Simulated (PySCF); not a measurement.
Gas-phase equilibrium of 1 mol H₂S, 64 mol SO₂ at 2500 K and 1.00 bar, among 21 species (S₂O, SO₂, O₂, O, S₂, S₆, HO₂, H₂S₂, H₂O, H, H₂O₂, H₂S, O₃, SO, SH, H₂, S₈, S, SO₃, H₂SO₄, OH). Only gases are allowed; each row takes one source of thermochemistry for all species, and Cantera finds the minimum.

Method: PySCF energies plus ideal-gas RRHO corrections (1 bar). † marks an energy on the PBE0/def2-TZVP geometry and frequencies; other levels use their own. MP2 freezes the core. 6-31G* has spherical d functions here. Open shells (unrestricted) among the columns below: O₂ (multiplicity 3), O (multiplicity 3, electronic degeneracy 9), S₂ (multiplicity 3), SO (multiplicity 3), S (multiplicity 3, electronic degeneracy 9), OH (multiplicity 2, electronic degeneracy 4); the rest are closed-shell singlets. Spin-orbit splitting is ignored; it lowers the true energy and changes the entropy of O, S, OH. B3LYP is the form with VWN-RPA correlation. MP2 isn't extrapolated to the basis-set limit. The harmonic model lacks anharmonicity and excited electronic states, which grow with temperature; levels with a mode under 35 cm⁻¹ are left out.

Molecules larger than those listed are left out.

With B3LYP/6-31G* thermochemistry: SO₂ 0.25, SO 0.46, O₂ 0.25, S₂ 0.013, H₂O 0.0058, S 0.0097, O 0.0053, OH 0.0053.

**Question.** How far does the composition move with the other sources (BLYP/def2-TZVP†, M06-2X/def2-TZVP†, MP2/def2-TZVPP†, PBE/def2-TZVP†, PBE0/def2-SVP†)?

**Answer.** 
```csv
thermochemistry,x SO₂,x SO,x O₂,x S₂,x H₂O,x S,x O,x OH
B3LYP/6-31G*,0.25,0.46,0.25,0.013,0.0058,0.0097,0.0053,0.0053
BLYP/def2-TZVP†,0.77,0.16,0.059,0.00068,0.0099,0.00079,0.00090,0.0032
M06-2X/def2-TZVP†,0.82,0.12,0.039,0.00099,0.011,0.0012,0.0027,0.0037
MP2/def2-TZVPP†,0.93,0.046,0.0035,0.00058,0.013,0.0014,0.00059,0.0011
PBE/def2-TZVP†,0.84,0.11,0.035,0.0011,0.011,0.00045,0.00029,0.0017
PBE0/def2-SVP†,0.13,0.47,0.32,0.046,0.0071,0.012,0.0047,0.0045
```
The most sensitive of these is O₂: it spans a factor of 10^2.0 over these rows; at this temperature one factor of ten is RT ln 10 = 48 kJ/mol.
